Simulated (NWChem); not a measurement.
**Atomisation of CCl2**

```xyz
3

Cl     1.4167     0.0000    -0.1504
C      0.0000     0.0000     0.8523
Cl    -1.4167     0.0000    -0.1504
```
Charge 0, spin multiplicity 1.

Program: NWChem. The geometry was optimised at B3LYP/def2-SVP, a minimum by its harmonic frequencies.

Basis set: def2-TZVP. The atomisation energy is electronic alone: no zero-point, thermal, spin-orbit or counterpoise terms. No value is extrapolated to the basis-set limit. Free atoms are single determinants with multiplicities Cl 2, C 3. Correlated methods freeze the same cores in atoms and molecule, 11 orbitals in all.

Relative cost: rough, from shared machines, SCF included, B3LYP = 1. Costs are the molecule's.

B3LYP has NWChem's definition, with VWN1-RPA local correlation. GW and range-separated runs recompute their integrals, the others keep them in memory, which bears on the times. The structure started from a generated list of species. The stability of the SCF solutions was not checked. Open-shell Hartree-Fock references start from PBE0 orbitals; any time given for them includes that run. Coupled-cluster values serve here as a point of comparison, not as the truth.

```csv
method,atomisation energy (kcal/mol),relative cost
LC-wPBE (omega 0.3 per bohr),178.9,10
B3LYP,171.3,1
MP2,174.9,under 3
PBE0,[?],under 3
BHandHLYP,154.4,under 3
CCSD(T),166.3,20
HF,91.5,under 3
BLYP,[?],under 3
PBE,194.6,under 3
```

Task: What belongs in the gaps?

Result: 
- PBE0, atomisation energy (kcal/mol): 180.0
- BLYP, atomisation energy (kcal/mol): 178.2
